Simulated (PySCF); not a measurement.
Input file for PySCF: D3(BJ) and D4 dispersion corrections on CH5FS (a complex).

```python
from pyscf import gto
from pyscf.dispersion import dftd3, dftd4

mol = gto.M(
    atom='''
    S    -1.01864321    0.17603342   -0.21559395
    H     0.06164805    0.84854057   -0.64360260
    H    -0.30103800   -0.53718022    0.66928767
    C    -0.01680679    0.31774711    3.50778987
    F     0.52163379   -0.74388604    2.77745260
    H     0.80414017    0.89192888    3.93736109
    H    -0.60481034    0.93756225    2.83113148
    H    -0.64765985   -0.09133875    4.29693803
    ''',
    basis='def2-svp',
    charge=0, spin=0, verbose=0, max_memory=1800)
d3, d4 = {}, {}
for xc in ['hf', 'pbe', 'blyp', 'revpbe', 'tpss', 'r2scan', 'b3lyp', 'pbe0', 'bhlyp', 'camb3lyp', 'b2plyp']:
    d3[xc] = float(dftd3.DFTD3Dispersion(mol, xc=xc, version='d3bj', atm=False).get_dispersion()['energy'])
    print(f'D3(BJ) {xc:10s} {d3[xc]:14.8f} Eh')
for xc in ['hf', 'pbe', 'blyp', 'revpbe', 'tpss', 'r2scan', 'b3lyp', 'pbe0', 'bhlyp', 'camb3lyp', 'b2plyp']:
    d4[xc] = float(dftd4.DFTD4Dispersion(mol, xc={'camb3lyp': 'cam-b3lyp'}.get(xc, xc), atm=True).get_dispersion()['energy'])
    print(f'D4     {xc:10s} {d4[xc]:14.8f} Eh')
```

The log:

```
D3(BJ) hf            -0.02729249 Eh
D3(BJ) pbe           -0.00335562 Eh
D3(BJ) blyp          -0.00680682 Eh
D3(BJ) revpbe        -0.00858661 Eh
D3(BJ) tpss          -0.00417080 Eh
D3(BJ) r2scan        -0.00100530 Eh
D3(BJ) b3lyp         -0.00552979 Eh
D3(BJ) pbe0          -0.00287487 Eh
D3(BJ) bhlyp         -0.00414922 Eh
D3(BJ) camb3lyp      -0.00255050 Eh
D3(BJ) b2plyp        -0.00249286 Eh
D4     hf            -0.01019241 Eh
D4     pbe           -0.00284950 Eh
D4     blyp          -0.00618608 Eh
D4     revpbe        -0.00956541 Eh
D4     tpss          -0.00384387 Eh
D4     r2scan        -0.00080332 Eh
D4     b3lyp         -0.00446376 Eh
D4     pbe0          -0.00244032 Eh
D4     bhlyp         -0.00310870 Eh
D4     camb3lyp      -0.00245784 Eh
D4     b2plyp        -0.00202720 Eh
```

The run finished.

Cost: roughly 0.05 core-seconds.
